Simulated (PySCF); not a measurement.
GeH2, SMILES [GeH2] (connectivity only; charge and spin as stated), neutral, multiplicity 1. The structure is a stationary point at B3LYP-D3(BJ)/def2-TZVPD. The isomer is the one that the SMILES or the coordinates give; other isomers of the formula were not compared.

TDA-CAM-B3LYP/def2-TZVPD (PySCF) puts the lowest singlet excitations at 2.51, 4.13, 6.26, 7.03, 7.64, 8.11 eV.

**Question.** What are the lowest excitation roots from ADC(2)/aug-cc-pVDZ in PySCF 2.14.0? (Estimate from the structure and the level; the computed values follow.)

**Answer.** 2.53, 4.52, 6.12, 6.77, 7.35, 7.44 eV. S1 differs by 0.02 eV (second minus first; roots are paired by order, and the bases may differ).
